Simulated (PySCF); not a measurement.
# Which basis set comes closest?

Molecule: SMILES C[Si](OCC)(C)C, C$_{5}$H$_{14}$OSi.

Atom-mapped SMILES (the numbers label the heavy atoms): `[CH3:1][CH2:2][O:3][Si:4]([CH3:5])([CH3:6])[CH3:7]` (H(Xn): hydrogen on atom n).

Geometry PBE0-D3(BJ)/def2-SVP throughout; GIAO in PySCF 2.14.0 with density-fitted response routines, gas phase, one conformer, non-relativistic; equivalent atoms averaged; functional PBE0.

Reference values (measured; liquid, neat; T. M. Alam, M. Henry, Phys. Chem. Chem. Phys. (a906445a), supplement): δ(Si4) = 14.7 ppm vs TMS (internal). Computed shifts are taken against TMS, calculated as an isolated molecule at each level.

How do the basis sets STO-3G, pcSseg-0, 6-31G, 6-31G*, cc-pVDZ, def2-SVP, pcSseg-1, 6-311+G(2d,p), aug-cc-pVDZ, def2-TZVP perform against the reference? Times are CPU seconds on shared hosts with different chips, so compare them loosely.

Answers


| basis set | functions | Si4 | abs. error Si | core-s |
| --- | --- | --- | --- | --- |
| STO-3G | 53 | 12.7 | 2.0 | 5.7 |
| pcSseg-0 | 95 | 27.2 | 12.5 | 11 |
| 6-31G | 95 | 33.2 | 18.5 | 11 |
| 6-31G* | 130 | 21.4 | 6.7 | 16 |
| cc-pVDZ | 172 | 16.9 | 2.2 | 27 |
| def2-SVP | 172 | 13.3 | 1.4 | 22 |
| pcSseg-1 | 196 | 20.9 | 6.2 | 24 |
| 6-311+G(2d,p) | 281 | 20.8 | 6.1 | 49 |
| aug-cc-pVDZ | 291 | 24.9 | 10.2 | 63 |
| def2-TZVP | 307 | 19.3 | 4.6 | 66 |

For 29Si the closest is def2-SVP (1.4 ppm) and the furthest 6-31G (18.5 ppm). Where a smaller basis beats a larger one, errors probably cancel. One molecule is a small sample, and vibrational and solvent effects are absent from the calculation.

A small basis that lands close on one nucleus may do so by chance; judge by the trend and by all nuclei.
